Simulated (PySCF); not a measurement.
F₂H₄OSi₂. Atoms are numbered in the order given.

```xyz
9

Si    -1.5421     0.3402    -0.3062
F     -1.9170    -0.5924     0.9630
O      0.0000     0.0000    -0.7705
Si     1.5421    -0.3402    -0.3062
F      1.9170     0.5924     0.9630
H     -1.6495     1.7547     0.1249
H     -2.4506    -0.0074    -1.4233
H      2.4506     0.0074    -1.4233
H      1.6495    -1.7547     0.1249
```
Charge 0, spin multiplicity 1.

Geometry optimised at PBE0-D3(BJ)/def2-SVP. The values are those of a single conformer.

The numbers are results of HF/pcSseg-1 (PySCF), not measurements.

GIAO shieldings, no solvent; atoms listed in one row are averaged. δ = σ(ref) − σ: ²⁹Si against TMS (σ = 393.8 ppm); ¹⁹F against CFCl3 (σ = 238.5 ppm); ¹⁷O against H2O (σ = 333.0 ppm); ¹H against TMS (σ = 31.99 ppm), references at their B3LYP-D3(BJ)/def2-TZVP geometries, non-relativistic.

### Question
Estimate the chemical shifts. (Estimate from the structure and the level; the computed values follow.)

### Answer

```json
[
 {"nucleus": "²⁹Si", "atoms": "Si1, Si4", "count": "2", "δ (ppm)": "-39.1"},
 {"nucleus": "¹⁹F", "atoms": "F2, F5", "count": "2", "δ (ppm)": "-132.8"},
 {"nucleus": "¹⁷O", "atoms": "O3", "count": "1", "δ (ppm)": "60.1"},
 {"nucleus": "¹H", "atoms": "H9, H6", "count": "2", "δ (ppm)": "4.77"},
 {"nucleus": "¹H", "atoms": "H8, H7", "count": "2", "δ (ppm)": "4.69"}
]
```
